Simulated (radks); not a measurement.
Question: The zirconium ion Zr3+, 37 electrons, occupied as [Kr] 4d1 (the NIST ground configuration). All-electron calculation, Dirac Kohn-Sham, LDA (Slater exchange, Perdew-Zunger correlation), spin-unpolarised, spherical densities, point nucleus; open shells are shared between the two j in proportion to 2j + 1. Program: a radial shooting solver on a logarithmic mesh with Libxc functionals. Some entries of the table are withheld. Estimate them.

orbital  occ.  eigenvalue (eV)  <r> (bohr)  <r^2> (bohr^2)
1s1/2       2        -17819.21     0.03711             (1)
2s1/2       2        -2493.287      0.1625         0.03118
2p1/2       2        -2286.427      0.1387             (2)
2p3/2       4        -2200.721      0.1431             (3)
3s1/2       2        -431.2666      0.4591          0.2419
3p1/2       2        -354.2265      0.4554          0.2421
3p3/2       4        -340.5545      0.4660          0.2532
3d3/2       4        -204.1893      0.4505          0.2457
3d5/2       6        -201.6882      0.4541          0.2495
4s1/2       2         -81.6087       1.201           1.634
4p1/2       2              (4)       1.321           1.996
4p3/2       4              (5)       1.350           2.083
4d3/2     0.4         -28.4876       1.826           3.897
4d5/2     0.6         -28.2982       1.837           3.945
5s1/2       0         -24.3766       2.883           9.296
5p1/2       0         -19.1278       3.299             (6)
5p3/2       0         -18.7893       3.352             (7)
5d3/2       0         -11.5247       4.629           24.26
5d5/2       0         -11.4834       4.646           24.44
4f5/2       0              (8)       4.166             (9)
4f7/2       0             (10)       4.167            (11)

Answer: 
(1) 1s1/2 <r^2> (bohr^2): 0.001856
(2) 2p1/2 <r^2> (bohr^2): 0.02363
(3) 2p3/2 <r^2> (bohr^2): 0.02502
(4) 4p1/2 eigenvalue (eV): -60.5502
(5) 4p3/2 eigenvalue (eV): -58.6753
(6) 5p1/2 <r^2> (bohr^2): 12.21
(7) 5p3/2 <r^2> (bohr^2): 12.60
(8) 4f5/2 eigenvalue (eV): -9.7766
(9) 4f5/2 <r^2> (bohr^2): 20.05
(10) 4f7/2 eigenvalue (eV): -9.7756
(11) 4f7/2 <r^2> (bohr^2): 20.05
